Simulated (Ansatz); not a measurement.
# Counterpoise correction, worked out

The pair of Br⁻ (SMILES [Br-], atom 1) and H$_{2}$ (SMILES [H][H], atoms 2–3), both closed shells, in one local arrangement (a lower one may exist), relaxed at PBE0-D4/def2-TZVPD:

```
3
angstrom
Br 0.0049 0.0223 -2.1386
H -0.0032 -0.0142 1.4479
H -0.0018 -0.0080 0.6907
```

Program: Ansatz 0.2.0. Basis: def2-TZVPPD. Cores are frozen in the correlated methods. Filled d shells of the heavier atoms are correlated. The def2 sets are not built for correlating such inner shells, so the correlated values are less sure here.

CCSD(T) total energies in eV:

| system | geometry | basis functions | energy |
| --- | --- | --- | --- |
| pair | pair | all | -70041.07103 |
| Br⁻ | as in the pair | all (partner as ghosts) | -70009.09884 |
| H$_{2}$ | as in the pair | all (partner as ghosts) | -31.90142 |
| Br⁻ | as in the pair | its own | -70009.07907 |
| H$_{2}$ | as in the pair | its own | -31.90095 |
| Br⁻ | free (PBE0-D4 minimum) | its own | -70009.07907 |
| H$_{2}$ | free (PBE0-D4 minimum) | its own | -31.90433 |

(1) Work out the interaction energy with and without the counterpoise correction, the superposition error, and the binding energy from the relaxed fragments.

The T1 diagnostic stays at or below 0.006.

Results:

(1) Without correction: -70041.07103 − (-70009.07907) − (-31.90095) = -0.09101 eV.
With correction (each fragment in the whole basis): -70041.07103 − (-70009.09884) − (-31.90142) = -0.07077 eV = -1.63 kcal/mol.
The superposition error is the difference, 0.02024 eV, 22 % of the uncorrected value: each fragment borrows its partner's functions.
Deformation from the free shapes: 0.00000 eV for Br⁻ and 0.00338 eV for H$_{2}$.
Binding energy from relaxed fragments: -0.07077 + 0.00000 + 0.00338 = -0.06739 eV = -1.55 kcal/mol (electronic, without zero-point energy; negative means bound). For comparison, the corrected interaction energy by CCSD(T) at an estimated basis limit (MP2 extrapolated from triple and quadruple zeta, plus CCSD(T) − MP2 in triple zeta) is -0.086 eV; triple zeta with the correction binds less.

For scale, one of the runs: CCSD(T)/def2-TZVPPD, 91 basis functions, launched by `ansatz run in.yaml --threads 2 --pin off --events-out ev --progress --plain --max-ram 5222MiB`. Hardware: 2 CPU threads of an Intel Xeon Platinum 8488C, shared host. Wall time about 1.1 s.
